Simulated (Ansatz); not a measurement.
Species: CdCl, charge 0, doublet. CdCl (parent SMILES [Cl][Cd], doublet).
B3LYP-D3(BJ)/def2-TZVP minimum from Ansatz (an electronic-structure program):
```xyz
2

Cd     0.0000     0.0000    -0.6275
Cl     0.0000     0.0000     1.7717
```
Charge 0, spin multiplicity 2.

Atomisation energy term by term, kcal/mol (programs: Ansatz). Open shells are spin-unrestricted; no spin-orbit coupling. Correlated methods leave the cores frozen (noble-gas shells, and filled d and f shells in the p block). Past Kr the def2 sets carry scalar-relativistic core potentials. CBS(X,Y): correlation extrapolated as X^-3, Hartree-Fock from the larger set. A bracket is a step between two methods taken in the basis named. The spin of CdCl (parent SMILES [Cl][Cd], doublet) was assumed, and the state is the lowest solution found for it.

| term | basis | kcal/mol |
|---|---|---|
| Hartree-Fock | def2-QZVPP | 39.14 |
| CCSD correlation | CBS(def2-TZVPP,def2-QZVPP) | 4.36 |
| (T) | CBS(def2-TZVPP,def2-QZVPP) | 0.90 |
| CCSDT(Q) - CCSD(T) | def2-TZVPP | 0.18 |
| sum: De |  | 44.6 |

The step beyond CCSD(T) by other levels: CCSDT(Q) in def2-SVP 0.28 kcal/mol.
